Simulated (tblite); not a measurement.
C5H12O2Si2.
Z-matrix (Å and degrees, GFN2-xTB geometry), rows numbered from 1:
```
C 
C   1  1.3220
C   2  1.4843  1  124.96
Si  3  1.9133  2  109.37  1   105.84
O   4  1.6400  3  109.74  2   -68.43
Si  4  2.3058  3  114.59  2    56.82
O   4  1.6310  3  103.46  2   178.85
C   7  1.3478  4  130.97  3   155.85
C   8  1.3213  7  122.43  4   166.56
H   1  1.0768  2  122.26  3  -178.22
H   1  1.0782  2  121.50  3     2.74
H   2  1.0835  1  119.87  3   177.14
H   3  1.0892  2  109.74  1  -134.24
H   3  1.0908  2  110.26  1   -15.61
H   5  0.9523  4  121.67  3    50.29
H   6  1.4685  4  113.96  3   161.36
H   6  1.4673  4  112.52  3    40.00
H   6  1.4709  4  111.38  3   -78.72
H   8  1.0830  7  115.08  4   -14.34
H   9  1.0755  8  121.24  7    -0.76
H   9  1.0733  8  120.92  7   178.83
```

Computed values, GFN2-xTB/tblite, gas phase, harmonic and unscaled. The method is semi-empirical: single wavenumbers can be off by several per cent or more. Modes of hydrogen on silicon can be 10 to 20 % off. One conformer, not necessarily the lowest.

Harmonic wavenumbers (cm⁻¹): 32.2, 38.6, 45.1, 48.0, 56.8, 90.4, 103.6, 143.2, 163.0, 229.9, 243.9, 246.6, 300.5, 390.6, 416.6, 456.7, 465.2, 489.8, 603.6, 674.5, 742.9, 745.4, 774.7, 788.0, 800.5, 802.7, 808.3, 831.9, 866.9, 879.6, 954.9, 1005.1, 1016.0, 1023.5, 1052.1, 1177.2, 1195.0, 1203.3, 1300.9, 1308.8, 1376.0, 1414.7, 1464.9, 1696.7, 1708.7, 2196.9, 2217.6, 2228.5, 2980.0, 2994.0, 3035.4, 3039.0, 3094.4, 3120.8, 3125.4, 3164.8, 3691.5.

A = 1563, B = 711.6, C = 583.6 MHz; mass 160.038 u (most abundant isotopes); point group C1, symmetry number 1.

Question: Zero-point energy?

Answer: Half the sum of the wavenumbers: 33533 cm⁻¹ = 401.15 kJ/mol.

Question: Entropy at 200 K, 1 bar (ideal gas, RRHO, classical rotation)?

Answer: Translation 163.85, rotation 122.98, vibration 157.30: S = 444.1 J/(mol K).

Question: And Cp and H(200 K) − H(0)?

Answer: Cp = 164.29 J/(mol K), of which vibrations give 131.03 (their classical limit is 57 R = 473.9); H(200 K) − H(0) = 21.85 kJ/mol without the zero-point energy, 15.20 from vibrations.

Question: What must be added to the electronic energy to get the Gibbs energy at 200 K and 1 bar?

Answer: ZPE + [H(200 K) − H(0)] − T·S = 401.15 + 21.85 − 88.83 = 334.17 kJ/mol.

Question: Which modes carry the vibrational entropy at 200 K?

Answer: 32.2 cm⁻¹: 20.49; 38.6 cm⁻¹: 18.99; 45.1 cm⁻¹: 17.71; 48.0 cm⁻¹: 17.20; 56.8 cm⁻¹: 15.81; 90.4 cm⁻¹: 12.04 J/(mol K); the other 51 give 55.05 together.

Hindered rotation and anharmonicity are outside this model. Other conformers, if any are populated, would add a mixing term that is left out. The structure is chiral; the term R ln 2 for an equal mix with its mirror image is left out.
